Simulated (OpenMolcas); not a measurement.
# Ni IV: effect of the basis set

```json
{
 "Program": "OpenMolcas 26.06",
 "Method": "RASSCF",
 "Active space": "13 electrons in 8 orbitals (RAS1 3p, at most 2 holes; RAS2 3d)",
 "State averaging": "2S+1 = 4 even, 10 roots; 2S+1 = 2 even, 40 roots",
 "Spin-orbit coupling": "RASSI with atomic mean-field integrals over the reference wave functions, term energies averaged over their components"
}
```

A. ANO-RCC-VTZP [6s5p3d2f1g], DKH2, point nucleus; cost of the order of 20 core-seconds
B. ANO-R2 [6s5p4d2f1g], X2C, finite nucleus; cost roughly 23 core-seconds
C. ANO-RCC-VQZP [7s6p4d3f2g1h], DKH2, point nucleus; cost of the order of 26 core-seconds

Energies in cm-1 above 3d7 4F 9/2, the measured ground level; measured values from Corliss and Sugar, J. Phys. Chem. Ref. Data 10, 197 (1981).

| Level | A | B | C | Measured |
| --- | --- | --- | --- | --- |
| 3d7 4F 9/2 | 0.0 | 0.0 | 0.0 | 0.0 |
| 3d7 4F 7/2 | 1150 | 1155 | 1159 | 1190 |
| 3d7 4F 5/2 | 1987 | 1994 | 2001 | 2042 |
| 3d7 4F 3/2 | 2557 | 2566 | 2574 | 2621 |
| 3d7 4P 5/2 | 20296 | 20270 | 20255 | 18119 |
| 3d7 4P 3/2 | 20609 | 20583 | 20567 | 18367 |
| 3d7 4P 1/2 | 21190 | 21168 | 21155 | 18958 |
| 3d7 2G 9/2 | 22141 | 22091 | 22072 | 19830 |
| 3d7 2G 7/2 | 23212 | 23168 | 23153 | 20948 |
| 3d7 2P 3/2 | 26382 | 26328 | 26306 | 23649 |
| 3d7 2P 1/2 | 27611 | 27565 | 27547 | 24651 |
| 3d7 2D 5/2(1) | 28530 | 28470 | 28446 | 27096 |
| 3d7 2D 3/2(1) | 30443 | 30396 | 30380 | 28778 |
| 3d7 2H 11/2 | 30937 | 30869 | 30842 | 26649 |
| 3d7 2H 9/2 | 31890 | 31827 | 31804 | 27678 |
| 3d7 2F 5/2 | 49297 | 49198 | 49154 | 43438 |
| 3d7 2F 7/2 | 49784 | 49688 | 49646 | 43859 |
| 3d7 2D 3/2(2) | 73332 | 73177 | 73109 | 67360 |
| 3d7 2D 5/2(2) | 74020 | 73868 | 73803 | 67990 |

Deviations, from unrounded energies. A percentage is the sum of absolute deviations over the sum of measured energies, with the sign that they share, or ± where signs differ.

```tsv
Against measurement	Levels	A	B	C
mean absolute deviation (cm-1)	18	2900	2900	2800
fine structure of the ground term (%)	3	-2.7	-2.3	-2.0
other terms of the ground configuration (%)	15	+11.0	+10.7	+10.7
```

A, B, C lie about equally close to measurement. The largest miss of C in the table is 3d7 2D 5/2(2), by +5800 cm-1. The ranking rests on the paired levels alone, and a cruder setting can come out closer through cancelling errors.

Among A to C the level of the table that moves most is 3d7 2D 3/2(2), by 220 cm-1 (lowest in C, highest in A).

Without dynamic correlation excited terms often stand tens of per cent too high (terms of higher spin than the ground term too low), and those without a measured partner can miss by more than the paired ones. Active for correlation alone: 3p; no level in the range computed is led by a configuration that opens it, so any true level of that kind is missing. Measured partners are found by configuration, term and J. A level has none where our copy of the source lacks it or the pairing is in doubt (some pairs that miss far off the trend of their configuration count as doubtful), and it then counts in no deviation. Only configurations of the active space appear.

A number in round brackets counts repeated terms of one configuration in the order of the reference energies.
